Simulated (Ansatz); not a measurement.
Geometry optimisation, RKS r2SCAN-D4/def2-SVP in Ansatz.

input.yaml

```yaml
crystal:
  periodic: [false, false, false]
  atoms:
    - { symbol: Si, position_ang: [0.0, 0.0, 0.0] }
    - { symbol: H, position_ang: [0.0, 0.0, 1.81] }
    - { symbol: F, position_ang: [1.4994, 0.0, -0.5295] }
    - { symbol: F, position_ang: [-0.7489, 1.2974, -0.5295] }
    - { symbol: F, position_ang: [-0.7489, -1.2974, -0.5295] }
    - { symbol: P, position_ang: [-2.3535, 0.0, 0.782] }
    - { symbol: H, position_ang: [-3.1199, -0.8853, -0.0213] }
    - { symbol: H, position_ang: [-2.4033, -0.4268, 2.1354] }
    - { symbol: H, position_ang: [-0.9491, 0.0, 1.8858] }
basis:
  gaussian: { orbitals: def2-SVP }
hamiltonian:
  xc: r2scan
  dispersion: d4
relax:
  f_tol: 0.15
  max_steps: 25
  restrain:
    - { distance: [0, 5], at: 3.38, k: 30.0 }
    - { distance: [8, 1], at: 1.86, k: 30.0 }
    - { distance: [0, 1], at: 1.46, k: 30.0 }
    - { distance: [8, 5], at: 1.42, k: 30.0 }
```

Launched with:

```bash
$ ansatz run input.yaml --threads 4 --pin off --max-ram 5120MiB --backend cpu --events-out ev --progress --plain --runs-dir out
```

Problem. Where does it end, and by what steps?

Solution. It converged. The restraints hold the end off the free minimum; the threshold counts their pulls, which the force column leaves out. Restrained pairs: Si1–P6 (2.48 → 3.39 Å), H2–H9 (0.95 → 1.87 Å), Si1–H2 (1.81 → 1.46 Å), P6–H9 (1.79 → 1.42 Å). After 7 steps the energy has fallen by 5.792 eV (the restraints' own energy left out); H8 moved furthest, 0.93 Å.

| step | energy less start (eV) | largest force component (eV/Å) | accepted |
| --- | --- | --- | --- |
| 0 | 0.0000 | 3.188 | yes |
| 1 | -1.5112 | 3.324 | yes |
| 2 | -2.7565 | 5.627 | yes |
| 3 | -4.0467 | 5.001 | yes |
| 4 | -5.1285 | 2.267 | yes |
| 5 | -5.6167 | 0.578 | yes |
| 6 | -5.7532 | 0.338 | yes |
| 7 | -5.7921 | 0.474 | yes |

```xyz
9
Properties=species:S:1:pos:R:3
Si 0.268 -0.036 -0.050
H 0.405 0.069 1.399
F 1.695 0.070 -0.771
F -0.650 1.146 -0.622
F -0.394 -1.431 -0.475
P -2.802 0.249 1.364
H -2.671 -0.607 0.231
H -3.237 -0.835 2.198
H -1.439 0.064 1.730
```

Time of the run: 17 s on 4 threads of Arm Neoverse V1 (shared host), peak memory 0.17 GiB.
